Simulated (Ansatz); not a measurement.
`CC(O)(F)BCl` → `[CH2]` (triplet) + `OC(F)BCl`  (formal loss of a carbene)

Calculated with Ansatz (gas phase, PBE0-D4/def2-TZVP geometries, no zero-point term in ΔE). CCSD(T)/CBS is the MP2 limit (def2-TZVPP, def2-QZVPP) plus CCSD(T) − MP2 in def2-TZVPP, frozen cores. This one scheme is used for every species. Functionals use def2-TZVPP. B3LYP here is the variant with VWN-RPA as its local correlation; programs differ in this. Triplets are unrestricted, without spin–orbit coupling. One conformer a species, not always the lowest.

`CC(O)(F)BCl`:

Cartesian coordinates in Å:
```
C -0.143 1.143 0.265
C 0.406 -0.216 -0.128
O 0.542 -0.362 -1.492
F 1.678 -0.315 0.460
B -0.500 -1.372 0.482
Cl -1.865 -1.969 -0.395
H 0.545 1.919 -0.087
H -0.228 1.237 1.349
H -1.122 1.300 -0.189
H 0.982 0.419 -1.846
H -0.296 -1.784 1.580
```

`[CH2]` (triplet):

Z-matrix (Å, degrees):
```
C
H 1 1.079
H 1 1.079 2 134.9
```

`OC(F)BCl`:

Cartesian coordinates in Å:
```
O -1.276 0.351 0.586
C -0.342 -0.235 -0.237
F -0.585 0.104 -1.572
B 1.076 0.374 0.145
Cl 2.352 -0.672 0.673
H -2.105 -0.136 0.539
H -0.395 -1.330 -0.204
H 1.276 1.544 0.070
```

```json
{"level": "ωB97X-V", "ΔE (eV)": "4.86"}
{"level": "B3LYP", "ΔE (eV)": "4.51"}
{"level": "MP2/def2-QZVPP", "ΔE (eV)": "4.84"}
{"level": "HF/CBS(def2)", "ΔE (eV)": "3.17"}
```

What does CCSD(T)/CBS give? (An estimate is asked.)

Ansatz gave: +4.75 eV. The listed levels differ from it by 0.11, -0.24, 0.09, -1.58 eV.

Largest T1 diagnostic among the species: 0.013.

From PBE to PBE0 (25 % exact exchange), in def2-TZVPP and without D4, ΔE moves by −0.05 eV. In def2-TZVPP, CCSD(T) changes the Hartree–Fock value by +1.46 eV (the triples alone add +0.13 eV) and MP2 by +1.60 eV.
